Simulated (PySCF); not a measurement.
## A PySCF run on AlI⁺

State: ²Σ⁺ (doublet), unpaired electrons σ ↑.

An equivalent input (the run itself took its basis sets from the Basis Set Exchange, started from a PBE0 density and held the occupation σ 9α 8β, πx 4α 4β, πy 4α 4β, δx 1α 1β, δy 1α 1β):

```python
from pyscf import gto, dft
mol = gto.M(atom='Al 0 0 0; I 0 0 2.416', basis={'Al': 'def2-SVP', 'I': 'def2-SVP'}, ecp={'I': 'def2-SVP'},
            charge=1, spin=1, verbose=4, symmetry='C2v')
mf = dft.UKS(mol, xc='HYB_GGA_XC_B97_3')
mf.grids.atom_grid = (80, 434)
mf.grids.prune = dft.gen_grid.treutler_prune
mf.irrep_nelec = {'A1': (10, 9), 'A2': (1, 1), 'B1': (4, 4), 'B2': (4, 4)}
mf.conv_tol = 1e-9
mf.max_cycle = 60
mf.diis_space = 10
mf.kernel()
```

The log (some set-up lines and the per-cycle HOMO/LUMO lines removed):

```
******** <class 'pyscf.dft.uks_symm.SymAdaptedUKS'> ********
method = SymAdaptedUKS
damping factor = 0
level_shift factor = 0
DIIS = <class 'pyscf.scf.diis.CDIIS'>
diis_start_cycle = 1
diis_space = 10
diis_damp = 0
SCF conv_tol = 1e-09
SCF conv_tol_grad = None
SCF max_cycles = 60
number electrons alpha = 19  beta = 18
Set gradient conv threshold to 3.16228e-05
init E= -539.807889533372
cycle= 1 E= -539.808141691311  delta_E= -0.000252  |g|= 0.00341  |ddm|= 0.062
cycle= 2 E= -539.808139714746  delta_E= 1.98e-06  |g|= 0.00424  |ddm|= 0.0168
cycle= 3 E= -539.808157300297  delta_E= -1.76e-05  |g|= 0.000593  |ddm|= 0.00879
cycle= 4 E= -539.808157625006  delta_E= -3.25e-07  |g|= 0.000133  |ddm|= 0.00138
cycle= 5 E= -539.808157678504  delta_E= -5.35e-08  |g|= 3.98e-05  |ddm|= 0.000762
cycle= 6 E= -539.808157682556  delta_E= -4.05e-09  |g|= 2.04e-05  |ddm|= 0.000163
cycle= 7 E= -539.808157683411  delta_E= -8.54e-10  |g|= 2.51e-06  |ddm|= 9.86e-05
Extra cycle  E= -539.80815768342  delta_E= -9.21e-12  |g|= 1.83e-06  |ddm|= 9.84e-06
converged SCF energy = -539.80815768342  <S^2> = 0.75409327  2S+1 = 2.0040891
```

Repeating this along the bond gives Re = 2.416 Å and ωe = 370 cm⁻¹.

A point of this curve took 0.42 CPU seconds beside 0.1 for the integrals (shared host).

Spin–orbit coupling is left out. The state was picked by a PBE0 search and need not be the measured ground state.
